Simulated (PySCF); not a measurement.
Compound: C2H2FO3S (doublet state).
SMILES with atom numbers: `[O:1]=[S:2](=[O:3])([OH:4])/[CH:5]=[C:6]\[F:7]` (hydrogens: H8 on O4; H9 on C5)

Geometry (GFN2-xTB, Å), atoms numbered from 1 in this order:
```
atom  x, y, z in Å
O1    -1.041    0.611    1.385
S2    -0.865    0.386   -0.015
O3    -1.988    0.323   -0.886
O4     0.151    1.491   -0.569
C5     0.115   -1.168   -0.255
C6     1.324   -1.221    0.157
F7     2.075   -0.324    0.753
H8     0.677    1.851    0.148
H9    -0.435   -1.943   -0.743
```

The hyperfine couplings belong to this conformer and change with its torsions.

Method used: PySCF, UKS B3LYP, pcH-1 on C F H O S, non-relativistic, mean-field spin-orbit, GIAO. Isolated species at its GFN2-xTB geometry (one conformer only). A GFN2-xTB geometry isn't a minimum of the functional, and hyperfine couplings can be far from their values at a DFT geometry. The SCF solution wasn't tested for stability.

Task: Break the g tensor into its mass correction, gauge correction and orbital-Zeeman/spin–orbit terms.

Result: 
```json
{"Δg (ppm)": "relativistic mass correction", "1": "-240", "2": "-240", "3": "-240"}
{"Δg (ppm)": "gauge correction", "1": "19", "2": "32", "3": "-65"}
{"Δg (ppm)": "orbital Zeeman/spin–orbit", "1": "-156", "2": "575", "3": "2593"}
{"Δg (ppm)": "total", "1": "-378", "2": "367", "3": "2288"}
```

So g = 2.00194, 2.00269, 2.00461 and g_iso = 2.00308; the tensor is rhombic: the two nearest values differ by 28 % of g3 − g1. Axes: g1 points within 7° of the S2–C5 bond.

Task: Average each term over the three axes. Which is largest in size?

Result: The orbital-Zeeman/spin–orbit term 1004, the mass correction -240 and the gauge correction -5 ppm, for a total of 759 ppm. The orbital-Zeeman/spin–orbit term is the largest in size. The mass correction is the same along every axis, so the anisotropy comes from the other two: their spans along these axes are 97 (gauge) and 2749 ppm (orbital Zeeman/spin–orbit).

Task: What effective moment and Curie constant follow for a powder?

Result: With the mean of g² = 4.0123 and S(S+1) = 0.75: μ_eff = √(⟨g²⟩S(S+1)) = 1.735 μB and χT = 0.12505·⟨g²⟩·S(S+1) = 0.376 cm³ K/mol (cgs; spin-Hamiltonian part alone).

Task: What are the electron Larmor frequencies g μB B/h along the three axes at 1200 mT?

Result: 33.6236, 33.6361, 33.6684 GHz for g1, g2 and g3, a range of 44.8 MHz.

Task: In a frozen sample, at which fields do the three g values resonate at 9.5, 34, 94 and 263 GHz (hyperfine left aside), and which band first spreads them over more than twice a line width of 0.5 mT?

Result: 
| band | GHz | B(g3) mT | B(g2) mT | B(g1) mT | spread mT |
| --- | --- | --- | --- | --- | --- |
| X | 9.5 | 338.60 | 338.92 | 339.05 | 0.45 |
| Q | 34.0 | 1211.82 | 1212.98 | 1213.43 | 1.61 |
| W | 94.0 | 3350.33 | 3353.54 | 3354.79 | 4.46 |
| J | 263.0 | 9373.78 | 9382.77 | 9386.26 | 12.48 |

The spread grows in proportion to the frequency. Q band is the first where it exceeds 1.0 mT.

Largest spin populations (Mulliken): C6 (+0.91), C5 (-0.13) and F7 (+0.08). No atom but C6 exceeds +0.15.

The HOMO–LUMO gaps are 6.78 eV among the α and 4.55 eV among the β orbitals.
